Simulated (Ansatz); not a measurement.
Cl$_{2}$Sc (SMILES [Cl][Sc+][Cl]), charge +1, singlet, geometry from GFN2-xTB (such geometries of metal compounds can be far from the true shape) (the multiplicity is a formal guess); Ansatz (an electronic-structure program) with HF/6-31G.

The Ansatz input:
Ansatz 0.2 input:
```yaml
crystal:
  periodic: [false, false, false]
  atoms:
    - {symbol: Sc, position_ang: [0.40621830, -0.00029416, 0.42871085]}
    - {symbol: Cl, position_ang: [1.19503248, 0.37581167, -1.63460469]}
    - {symbol: Cl, position_ang: [-1.69683156, -0.37544829, 1.10502071]}
basis:
  gaussian:
    orbitals: 6-31G
hamiltonian:
  xc: hf
total_charge: 1
```

The log (banner, timings and long lists left out):

```
Functional definition: HF
680 factors; integrals over basis functions are off by at most 2.9e-4 eV
mean field evaluation 1: about -45669.4850 eV, gradient 3.6e1 eV
mean field evaluation 2: about -45669.4916 eV, gradient 3.6e1 eV
mean field evaluation 4: about -45675.1770 eV, gradient 2.0e0 eV
mean field evaluation 8: about -45675.2026 eV, gradient 1.9e-1 eV
mean field -45675.20310667 eV, -1678.5327544055 hartree, gradient 2.7e-5 eV, S^2 0.000000; 0 other end points of the search recorded, 0 dependent functions left out
reference -45675.20310667 eV, -1678.5327544055 hartree; 27, 27 occupied and 28, 28 virtual orbitals, 680 factors
Total energy: -45675.20310667 eV, -1678.5327544055 hartree
```
